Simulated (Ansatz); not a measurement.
Basis sets compared for CrMe2 (C₂H₆Cr). Charge 0, multiplicity 5. Geometry PBE-D4/def2-TZVP. Ansatz on 2 threads of Intel Xeon 6975P-C on a shared host; times are rough, and most runs start from earlier orbitals.

```xyz
9

Cr   -0.9094    0.5472    0.2008
C    -0.7460   -0.7547   -1.3291
H     0.0286   -0.4389   -2.0450
H    -1.7274   -0.7636   -1.8430
H    -0.5228   -1.7710   -0.9693
C     0.7484    0.7539    1.3282
H     1.0388   -0.2007    1.7937
H     0.4996    1.4808    2.1263
H     1.5902    1.1469    0.7374
```

Binding counts from free atoms (Cr septet, C triplet, H doublet) in the same basis, without a counterpoise term.

```tsv
level	functions	energy (Eh)	HOMO (eV)	LUMO (eV)	binding per atom (eV)	wall time
HF/STO-3G	34	-1110.6571	-5.63	6.49	3.78	0.4 s
HF/def2-TZVP	143	-1122.5252	-9.25	0.57	2.44	3.7 s
PBE-D4/def2-SVP	89	-1123.7011	-4.34	-2.30	3.51	2.7 s
PBE-D4/def2-TZVP	143	-1123.9402	-4.51	-2.56	3.48	3.3 s
PBE-D4/def2-TZVPD	176	-1123.9412	-4.53	-2.59	3.49	2.9 s
r2SCAN-D4/def2-TZVP (with forces)	143	-1124.2104	-4.82	-2.37	3.42	6 s
r2SCAN-D4/def2-TZVPD	176	-1124.2111	-4.84	-2.39	3.42	6 s
PBE0-D4/def2-SVP	89	-1123.7348	-5.84	-1.24	3.42	2.2 s
PBE0-D4/def2-TZVP (with forces)	143	-1123.9666	-5.94	-1.45	3.40	4.9 s
PBE0-D4/def2-TZVPD	176	-1123.9674	-5.95	-1.47	3.40	4.1 s
```

Estimate the rows for PBE0-D4/def2-QZVPP.


| level | functions | energy (Eh) | HOMO (eV) | LUMO (eV) | binding per atom (eV) | wall time |
| --- | --- | --- | --- | --- | --- | --- |
| PBE0-D4/def2-QZVPP | 387 | -1123.9988 | -5.96 | -1.44 | 3.41 | 19 s |
